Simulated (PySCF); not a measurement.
## PmO: energy against distance

Set-up: Pm x2c-TZVPall, O x2c-TZVPall; spin-free X2C with a Gaussian nucleus (PySCF 2.14). Energies in eV from Pm (4f5 6s2) + O in their ground configurations at the same level. State: sextet, about 4.3 electrons in the 4f shell (Mulliken), real f orbitals that mix terms.

All columns are HSE06. A positive dipole means Pm(−)O(+).

```csv
R (Å),E (eV),μ (D),Mulliken charge on Pm (basis-dependent),HOMO (eV),LUMO (eV),Mayer bond order,⟨S²⟩
1.537,-4.452,-0.97,0.36,-3.28,-1.83,2.27,8.77
1.608,-5.370,-1.70,0.41,-3.42,-1.95,2.25,8.77
1.680,-5.892,-2.41,0.46,-3.57,-2.06,2.23,8.77
1.733,-6.082,-2.92,0.50,-3.67,-2.15,2.20,8.77
1.787,-6.136,-3.40,0.54,-3.76,-2.37,2.18,8.78
1.841,-6.083,-3.86,0.57,-3.84,-2.53,2.14,8.78
1.912,-5.894,-4.61,0.62,-3.88,-2.61,2.08,8.79
2.001,-5.533,-5.60,0.67,-3.92,-2.65,2.02,8.80
2.109,-4.989,-6.72,0.71,-3.97,-2.69,1.97,8.83
2.252,-4.193,-7.85,0.73,-4.05,-2.74,1.91,8.89
```

A fit through these points gives, at Re = 1.785 Å, μ = -3.38 D and dμ/dR = -8.63 D/Å; the reduced mass is 14.4 u.

How strong is the fundamental in the double-harmonic approximation, I = 42.26·(dμ/dR)²/μred km/mol?

I = 42.26·(-8.63)²/14.4 = 219 km/mol at HSE06.

⟨S²⟩ of the unrestricted solution departs from its pure value on part of the curve, where spin states mix. These are scalar-relativistic numbers at best; spin–orbit coupling would shift them, the dissociation energy most. The state is the lowest single determinant that the PBE0 search found; with open d or f shells the true ground state can be another one.
